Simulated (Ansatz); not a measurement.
Stepwise reaction of `O[Si](F)(F)CCl` with hydrogen, as a gas-phase model of exchange steps in deposition or etching. ΔE in kJ/mol; ΔG adds harmonic PBE0-D4 terms to CCSD(T)/CBS, at 1 bar.

Isolated molecules relaxed with PBE0-D4/def2-TZVP in Ansatz; ΔE leaves out vibrations. CCSD(T)/CBS adds triple-zeta CCSD(T) − MP2 to the extrapolated MP2 energy (def2 sets, frozen cores). This one scheme is used for every species. DFT in def2-TZVPP. B3LYP here is the variant with VWN-RPA as its local correlation; programs differ in this. One conformer a species, not always the lowest.

```tsv
step	reaction	PBE-D4	B3LYP-D4	ωB97M-V	CCSD(T)/CBS	ΔG(500 K)
1	`O[Si](F)(F)CCl` + H₂ → `O[SiH](F)CCl` + H–F	130.1	139.0	139.8	136.1	135.9
```

Problem. Give the row of step 2, `O[SiH](F)CCl` + H₂ → `O[SiH2]CCl` + H–F. (An estimate is asked.)

Solution. Computed: 
```tsv
step	reaction	PBE-D4	B3LYP-D4	ωB97M-V	CCSD(T)/CBS	ΔG(500 K)
2	`O[SiH](F)CCl` + H₂ → `O[SiH2]CCl` + H–F	131.1	139.2	140.0	135.5	133.1
```

Problem. By hand: ΔE of the 2 steps together at CCSD(T)/CBS.

Solution. (136.1) + (135.5) = 271.6 kJ/mol, or 135.8 kJ/mol a step.

In ΔE the steps differ by no more than 0.6 kJ/mol. All are uphill at CCSD(T)/CBS. ΔG lies between 133.1 and 135.9 kJ/mol a step. PBE-D4 differs from CCSD(T)/CBS by -6.0 to -4.4 kJ/mol a step. Isolated molecules leave out the surface, adducts and barriers. Largest T1 diagnostic: 0.011.
